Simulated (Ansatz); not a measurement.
Born–Oppenheimer molecular dynamics of AlH5O3Si (10 atoms, charge 0, multiplicity 1). It starts from a relaxed structure.

All numbers below come from RKS revPBE/6-31G in Ansatz 0.2.0.

```yaml
ensemble: NVT, Langevin thermostat
time_step: 0.5 fs
steps_asked: 100
set_temperature: 500 K
friction: 0.02 /fs
seed: 349266
```

First frame:

```xyz
10
Properties=species:S:1:pos:R:3
Al -0.209 -0.344 -0.163
O -0.948 -0.398 1.384
Si -1.368 -0.436 3.043
H -2.637 -1.250 3.226
H -0.262 -1.066 3.872
H -1.613 0.973 3.552
O 1.528 -0.286 -0.280
H 2.093 -0.252 -1.072
O -1.122 -0.346 -1.647
H -2.076 -0.375 -1.829
```

Question: How far do the bonds stretch over the last three quarters of this one trajectory? (Pairs bonded in most of those frames.)

Answer: 
| bond | mean (Å) | spread (Å) | shortest | longest |
| --- | --- | --- | --- | --- |
| Al1–O2 | 1.712 | 0.015 | 1.68 | 1.76 |
| Al1–O7 | 1.739 | 0.058 | 1.64 | 1.81 |
| Al1–O9 | 1.738 | 0.013 | 1.72 | 1.76 |
| O2–Si3 | 1.697 | 0.025 | 1.66 | 1.73 |
| Si3–H4 | 1.511 | 0.034 | 1.45 | 1.57 |
| Si3–H5 | 1.531 | 0.059 | 1.43 | 1.62 |
| Si3–H6 | 1.512 | 0.022 | 1.47 | 1.55 |
| O7–H8 | 0.979 | 0.022 | 0.93 | 1.01 |
| O9–H10 | 0.972 | 0.021 | 0.93 | 1.00 |

Mean temperature of the second half: 351 K. The mean temperature of the second half is 30 % below the set value. A run of 0.05 ps of so small a system gives no equilibrium averages. Limits of this set-up: no polarisation functions.

Time of the run: 5.3 min on 1 thread of Arm Neoverse V1 (shared host), peak memory 0.11 GiB.
